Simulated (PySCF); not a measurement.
**Electron correlation in Sc²⁺ (scandium, charge +2)**

[Ar] 4p1, 2P determinant (an excited configuration). Calculation: PySCF 2.14, in ANO-RCC-VTZP (6s5p3d2f1g, 59 functions); the spin-free X2C one-electron Hamiltonian (Gaussian nucleus). Frozen: [Ne]; 9 electrons correlated.

| level | correlation energy (mhartree) |
| --- | --- |
| CCSD | -279.55 |
| (T) | -6.75 |
| CCSD(T) | -286.30 |

Diagnostics: T1 = 0.0071, D1 = 0.0296, largest double amplitude 0.031.

Cost of the coupled-cluster step: about 3 core-seconds, for 9 correlated electrons.
